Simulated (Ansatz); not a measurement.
`[F][GaH][ZnH]` + `ClCCl` → `[F][GaH][Cl]` + `Cl[CH2][ZnH]` at 500 K and 1 bar (formal exchange of groups at a Ga–Zn bond).

Gas-phase electronic energies from Ansatz, PBE0-D4/def2-TZVP geometries. CCSD(T)/CBS adds triple-zeta CCSD(T) − MP2 to the extrapolated MP2 energy (def2 sets, frozen cores). This one scheme is used for every species. For Ga, Zn outer-core shells are correlated without core-valence functions, which leaves a few kJ/mol of doubt a bond. Scalar relativity is left out up to krypton.

```json
{"species": "`[F][GaH][ZnH]`", "CCSD(T)/CBS energy (Eh)": "-3803.33961", "H − E (kJ/mol)": "72.2", "S (J/(mol·K))": "362.8"}
{"species": "`ClCCl`", "CCSD(T)/CBS energy (Eh)": "-958.80256", "H − E (kJ/mol)": "101.1", "S (J/(mol·K))": "300.0"}
{"species": "`[F][GaH][Cl]`", "CCSD(T)/CBS energy (Eh)": "-2484.20089", "H − E (kJ/mol)": "53.4", "S (J/(mol·K))": "328.5"}
{"species": "`Cl[CH2][ZnH]`", "CCSD(T)/CBS energy (Eh)": "-2277.98947", "H − E (kJ/mol)": "118.4", "S (J/(mol·K))": "339.9"}
```

H − E and S are ideal-gas, rigid-rotor, harmonic terms from PBE0-D4/def2-TZVP. 1 Eh = 2625.50 kJ/mol, R = 8.31446 J/(mol·K).

Q: By hand: ΔE, ΔH, ΔS and ΔG.

A: ΔE = (-2484.20089) + (-2277.98947) − (-3803.33961) − (-958.80256) = -0.04819 Eh = -126.5 kJ/mol. Δ(H − E) = 53.4 + 118.4 − 72.2 − 101.1 = -1.5, so ΔH = -128.0 kJ/mol. ΔS = 328.5 + 339.9 − 362.8 − 300.0 = 5.6 J/(mol·K). ΔG = -128.0 − 500 × (5.6)/1000 = -130.8 kJ/mol.

Q: By hand: the equilibrium constant, and the temperature at which ΔG would vanish if ΔH and ΔS stayed fixed.

A: log₁₀ K = −ΔG/(RT ln 10) = 13.7. ΔH and −TΔS have one sign here, so there is no such temperature. One of them is within its doubt of zero, so this could turn.

The number of gas molecules stays the same, so ΔS is small and ΔH decides. A doubt of 5 kJ/mol in ΔE shifts log₁₀ K by 0.5 here. These are equilibria of isolated gas molecules and say nothing of rates. Largest T1 diagnostic: 0.016 (customary marks: 0.02 for closed shells, 0.045 for open ones).
